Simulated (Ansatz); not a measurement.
The same path of ClGeH3 + H2 (7 atoms, charge 0, multiplicity 1) was run twice with different band settings. Lost on the way: Ge1–Cl2, H6–H7. Made: Ge1–H6, Cl2–H7.

Method: Ansatz, RKS revPBE-D4/def2-SVP.

Relaxed end points:

```xyz
7
Properties=species:S:1:pos:R:3
Ge 0.495 0.000 -0.116
Cl 0.433 0.000 2.075
H 1.988 0.000 -0.529
H -0.229 1.282 -0.597
H -0.229 -1.282 -0.597
H -3.190 0.000 1.273
H -2.521 0.000 1.648
```

```xyz
7
Properties=species:S:1:pos:R:3
Ge -0.326 0.000 -0.562
Cl -0.348 0.000 3.463
H 0.932 0.000 0.336
H -0.351 1.269 -1.451
H -0.351 -1.269 -1.451
H -1.599 0.000 0.332
H -1.209 0.000 2.492
```

Common settings: movable images 9; climbing image yes; spring 5.0 eV/Å²; optimiser quadratic models (default); start path through a guess of the saddle point; iteration limit 60; end points relaxed.

| run | force threshold |
| --- | --- |
| 1 | 0.05 eV/Å |
| 2 | 0.5 eV/Å |

Task: What does each run give, and how far can it be trusted?

Result: Run 1: converged after 10 iterations, highest image 2.041 eV above the first end. A vibrational analysis at the climbing image gives 2 clearly imaginary modes (1101i, 112i cm⁻¹): a point of higher order. A lower path may pass nearby, or the ends, which weren't checked, may share the extra mode.
Run 2: converged after 5 iterations, highest image 2.013 eV above the first end. The threshold of 0.5 eV/Å is loose, so the images may lie well off the minimum-energy path. The order of the point at the top wasn't checked.
The orbitals stay closed-shell, which can raise the energy where a bond breaks towards radicals; this wasn't checked here.
